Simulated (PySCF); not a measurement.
# What builds the second ionisation energy along the third row

Calculated with PySCF 2.14 from differences of total energies of unrestricted determinants, without spin-orbit coupling. Each column adds one step, in eV (sums use unrounded values): valence MP2, valence CCSD, valence triples, then the next inner shell at CCSD(T) (Al 2s 2p, Si 2s 2p, P 2s 2p). References (NIST) marked * lie between the lowest fine-structure levels; the others compare directly ((s) semi-empirical, (t) theoretical).

```tsv
element	UHF	+ MP2	+ CCSD	+ (T)	+ inner shell	sum	reference
Al [Ne] 3s2 → [Ne] 3s1 (dyall-acv3z, spin-free X2C)	17.551	0.784	0.307	0.000	0.163	18.805	18.829
Si [Ne] 3s2 3p1 → [Ne] 3s2 (dyall-acv3z, spin-free X2C)	15.835	0.271	0.112	0.031	0.019	16.268	16.322
P [Ne] 3s2 3p2 → [Ne] 3s2 3p1 (dyall-acv3z, spin-free X2C)	19.157	0.458	0.036	0.037	0.023	19.711	19.769 (s) *
```

What remains against the references is mostly basis incompleteness and, for starred values, spin-orbit coupling.

What share of the correlation contribution for P comes from the inner shell?

The four steps add to 0.554 eV, of which the inner shell gives 0.023 eV, or 4 %.
